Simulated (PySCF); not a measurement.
## Cost of excited-state runs on 4-chlorobenzyl alcohol, C₇H₇ClO

Geometry:
```
atom   x (Å)   y (Å)   z (Å)
  O1   2.739   0.942   0.239
  C2   2.070  -0.286   0.221
  C3   0.572  -0.163   0.079
  C4  -0.187  -1.191  -0.487
  C5  -1.571  -1.091  -0.588
  C6  -2.207   0.060  -0.124
 Cl7  -3.929   0.199  -0.253
  C8  -1.470   1.102   0.437
  C9  -0.086   0.982   0.537
 H10   2.547   1.394  -0.591
 H11   2.455  -0.963  -0.567
 H12   2.305  -0.773   1.184
 H13   0.312  -2.090  -0.861
 H14  -2.163  -1.893  -1.031
 H15  -1.983   1.997   0.793
 H16   0.504   1.790   0.975
```

PySCF with density fitting, on 1 thread of an Arm Neoverse V2, shared host. Command: `OMP_NUM_THREADS=1 python excited_run.py task.json out`

Task: How long does each of these runs take, and how much memory?
- first hyperpolarisability, CAM-B3LYP/aug-cc-pVDZ; usual settings
- excited states, wB97X-D/def2-TZVP; Tamm-Dancoff; spin-orbit couplings; 6 states; 5 triplets; quadratic response for 4 states; IEF-PCM cyclohexane
- excited states, wB97X-D/def2-TZVP; Tamm-Dancoff; spin-orbit couplings; 6 states; 5 triplets; quadratic response for 4 states
- excited states, CAM-B3LYP/aug-cc-pVDZ; two-photon moments; 8 states; quadratic response for 6 states; 0 triplets

Result: 
| run | level | basis functions | wall time | peak memory (GiB) |
| --- | --- | --- | --- | --- |
| first hyperpolarisability | CAM-B3LYP/aug-cc-pVDZ | 274 | 61 s | 1.2 |
| excited states | wB97X-D/def2-TZVP | 327 | 86 s | 1.4 |
| excited states | wB97X-D/def2-TZVP | 327 | 82 s | 1.5 |
| excited states | CAM-B3LYP/aug-cc-pVDZ | 274 | 83 s | 1.2 |

Times from a shared host are rough.
